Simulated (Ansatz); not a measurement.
Ideal-gas functions of BFGaGeH5 (`[BH2][GeH]([F])[GaH2]`) at 400 K and 1 bar, from an Ansatz frequency run at PBE0-D4/def2-TZVP.

Molar mass 177.18 g/mol, point group C1 (symmetry number 1), electronic degeneracy 1, moments of inertia 101.341, 345.036, 408.386 u Å². Harmonic wavenumbers (cm⁻¹, unscaled): 79, 95, 117, 168, 229, 256, 387, 455, 565, 580, 637, 663, 731, 733, 904, 1149, 1959, 1980, 2094, 2595, 2697.

Use S(trans) = R[1.5 ln M + 2.5 ln T − 1.1517]; rotational temperatures θ = 24.2544 K / I; S(rot) = R[ln(√π/σ · √(T³/θAθBθC)) + 1.5]; for each mode x = 1.438777 ν̃/T, S = R[x/(eˣ − 1) − ln(1 − e⁻ˣ)] and H = RT x/(eˣ − 1); 1 cm⁻¹ = 0.0119627 kJ/mol; R = 8.31446 J/(mol·K).

Q: By hand: the entropy, in J/(mol·K).

A: Translation 179.5. Rotation: θ = 0.2393, 0.0703, 0.0594 K, giving 120.7. Vibration, mode by mode: 18.80, 17.28, 15.57, 12.63, 10.16, 9.29, 6.20, 5.09, 3.72, 3.56, 3.03, 2.82, 2.32, 2.31, 1.42, 0.69, 0.06, 0.05, 0.04, 0.01, 0.01, in all 115.1. Electronic 0.0. Sum 415.3 J/(mol·K).

Q: By hand: H − E and G − E in kJ/mol, counted from the electronic energy.

A: Zero-point energy ½ × 19073 × 0.0119627 = 114.1; thermal vibration 23.5; translation, rotation and pV give 4 RT = 13.3. H − E = 150.9 kJ/mol, and G − E = 150.9 − 400 × 415.3/1000 = -15.2 kJ/mol.

Vibration gives 28 % of the entropy, 51.7 J/(mol·K) of it from the modes under 150 cm⁻¹: soft modes count most, and the harmonic formula is weakest for them. The sum counts one conformer and one mirror image; others add a mixing term.
